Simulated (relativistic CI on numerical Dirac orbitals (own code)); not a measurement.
## Ru+: resonant inelastic scattering at the M2,3 edge

Computed with this model: Dirac-Coulomb-Breit CI, orbitals from a KLI potential per configuration, a model potential for QED, valence Slater integrals scaled by 0.8, Kramers-Heisenberg scattering through one core-hole configuration in a parametric crystal field; configurations [Kr] 4d7 → [Ne] 3s2 3p5 3d10 4s2 4p6 4d8; 10 K; core-hole width 3 eV; summed over polarisations. Incident energies are the highest absorption maxima for each field (at most a few, so the weaker spin-orbit partner edge can be absent), on the computed scale of the free ion. Intensities are in per cent of the strongest line above 0.02 eV; levels within 1 cm⁻¹ are merged; final levels count from the ground level, the first row holds all elastic scattering, lines under 0.4 are left out and each table stops after 24 rows. The scale of the Slater integrals is a model choice and moves the terms in proportion.

Field parameters in Wybourne normalisation: D3d B²₀ = −7Dσ, B⁴₀ = −14Dq − 21Dτ, B⁴₃ = −14√(10/7) Dq. The field is a parameter set, without covalency.

S is read from ⟨S²⟩ = S(S + 1).

D3d, 10Dq = 11250, Dσ = -1200, Dτ = -200 cm⁻¹:

| Final level (eV) | Degeneracy | Irrep | S | 463.7 eV | 486.6 eV |
| --- | --- | --- | --- | --- | --- |
| 0.000 | 2 | Γ5+Γ6 | 1.47 | 486.4 | 34.7 |
| 0.010 | 2 | Γ4 | 1.49 | 24.8 | 4.1 |
| 0.386 | 2 | Γ4 | 1.11 | 27.2 | 0.5 |
| 0.434 | 2 | Γ4 | 1.49 | 50.0 | 6.3 |
| 0.436 | 2 | Γ5+Γ6 | 1.14 | 6.5 | 1.5 |
| 0.530 | 2 | Γ4 | 1.40 | 32.8 | 4.2 |
| 0.645 | 2 | Γ5+Γ6 | 1.05 | 12.3 | 5.4 |
| 0.669 | 2 | Γ4 | 1.18 | 5.9 | 7.7 |
| 1.283 | 2 | Γ5+Γ6 | 1.36 | 100.0 | 6.7 |
| 1.289 | 2 | Γ4 | 1.20 | 3.7 | 1.4 |
| 1.396 | 2 | Γ4 | 0.93 | 5.8 | 1.5 |
| 1.427 | 2 | Γ4 | 1.06 | 6.5 | 1.9 |
| 1.455 | 2 | Γ5+Γ6 | 1.15 | 14.1 | 10.0 |
| 1.511 | 2 | Γ4 | 1.42 | 54.7 | 5.3 |
| 1.542 | 2 | Γ4 | 1.30 | 31.2 | 5.5 |
| 1.615 | 2 | Γ5+Γ6 | 1.14 | 3.0 | 5.9 |
| 1.647 | 2 | Γ4 | 1.18 | 7.2 | 7.4 |
| 1.812 | 2 | Γ4 | 0.82 | 4.5 | 8.9 |
| 1.854 | 2 | Γ5+Γ6 | 0.58 | 6.5 | 2.3 |
| 1.908 | 2 | Γ4 | 0.56 | 13.9 | 4.9 |
| 2.058 | 2 | Γ5+Γ6 | 0.88 | 16.3 | 1.2 |
| 2.145 | 2 | Γ4 | 0.92 | 6.4 | 3.5 |
| 2.242 | 2 | Γ4 | 0.84 | 3.5 | 1.7 |
| 2.278 | 2 | Γ4 | 1.03 | 4.7 | 1.8 |

D3d, 10Dq = 11250, Dσ = -860, Dτ = -200 cm⁻¹:

```
Final level (eV)  Degeneracy  Irrep     S  463.6 eV  486.6 eV
           0.000           2  Γ5+Γ6  1.47     496.0      34.6
           0.008           2     Γ4  1.49      26.4       3.6
           0.324           2     Γ4  1.19      27.2       0.6
           0.361           2     Γ4  1.48      51.1       6.5
           0.370           2  Γ5+Γ6  1.20       5.7       1.3
           0.460           2     Γ4  1.42      39.6       4.1
           0.590           2  Γ5+Γ6  0.98      13.4       5.4
           0.609           2     Γ4  1.09       4.4       7.3
           1.266           2  Γ5+Γ6  1.36     100.0       7.1
           1.277           2     Γ4  1.27       3.6       1.4
           1.389           2     Γ4  1.15       7.7       1.9
           1.404           2     Γ4  0.88       6.6       1.4
           1.423           2  Γ5+Γ6  1.23      14.9       9.5
           1.466           2     Γ4  1.43      53.8       5.5
           1.500           2     Γ4  1.29      27.3       5.0
           1.589           2  Γ5+Γ6  1.03       3.5       6.4
           1.619           2     Γ4  1.08       5.3       6.9
           1.769           2     Γ4  0.80       4.4       8.0
           1.776           2  Γ5+Γ6  0.60       6.8       2.6
           1.827           2     Γ4  0.57      13.8       4.9
           2.021           2  Γ5+Γ6  0.74      10.9       0.6
           2.095           2     Γ4  0.67       5.7       2.3
           2.173           2     Γ4  0.61       6.1       2.4
           2.287           2     Γ4  1.39       3.3       2.0
```

For the first field the strongest loss at the lowest incident energy is the level at 1.28 eV (S = 1.36, against 1.47 in the thermal ground state). Levels of other spin, the first over 8 % at 1.81 eV, appear because spin-orbit coupling of the core hole, and in heavier ions of the valence shell too, mixes spins.
